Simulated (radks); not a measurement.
Values are calculated unless marked as measured or tabulated.
Q: Coulomb parameter of the 4d shell of the molybdenum ion Mo+ in the model configuration [Kr] 4d3.5 5s1.5, as a second difference U = [E(n + 0.5) + E(n - 0.5) - 2 E(n)] / (0.5)^2 with all orbitals relaxed. "Bare": the charge of the atom changes with n. "Screened": the 5s shell takes up the change at fixed total charge, which measures U(4d,4d) + U(5s,5s) - 2 U(4d,5s). Code: a radial shooting solver on a logarithmic mesh with Libxc functionals. Model: Dirac Kohn-Sham, PBEsol, spin-unpolarised, spherical densities, point nucleus; open shells are shared between the two j in proportion to 2j + 1. Estimate both.

A: U(bare) = 10.410 eV, U(screened by 5s) = 1.391 eV.
